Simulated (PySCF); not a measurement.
# How methods differ on the interval between two levels of Cu⁺

Cu⁺ [Ar] 3d10 → Cu⁺ [Ar] 3d9 4s1 [3D3, M_J = 3], as a difference of total energies. All numbers are calculated (PySCF 2.14, the two-component X2C-1e Hamiltonian, in x2c-TZVPall-2c (6s7p4d1f, 54 functions)). Correlated levels: [Ne] frozen; the 6 highest virtual spinors dropped. "Screened" scales the spin-orbit matrix elements by Boettger's factors to mimic the two-electron term; Breit and QED terms are absent.

| method | interval between two levels (cm⁻¹) |
| --- | --- |
| GHF (spin-free) | 6707.1 |
| GMP2 (spin-free) | 31058 |
| GHF (screened spin-orbit) | 5831.5 |
| GMP2 (screened spin-orbit) | 30170 |

Errors of the correlated levels include the incompleteness of this basis and the frozen core.

The labels give the starting determinants; with spin-orbit coupling the two ends relaxed to ⟨J²⟩ = 0.00, ⟨L²⟩ = 0.00, ⟨S²⟩ = 0.00 and ⟨J²⟩ = 12.01, ⟨L²⟩ = 6.01, ⟨S²⟩ = 2.00.

Task: Which method comes closest to the reference value, and which is furthest?

Result: The reference is 21929 cm⁻¹ (measured; NIST Handbook of Basic Atomic Spectroscopic Data (Sansonetti and Martin, J. Phys. Chem. Ref. Data 34, 1559 (2005))). Closest: GMP2 (screened spin-orbit) (error 8241.7 cm⁻¹); furthest: GHF (screened spin-orbit) (error -16097 cm⁻¹).
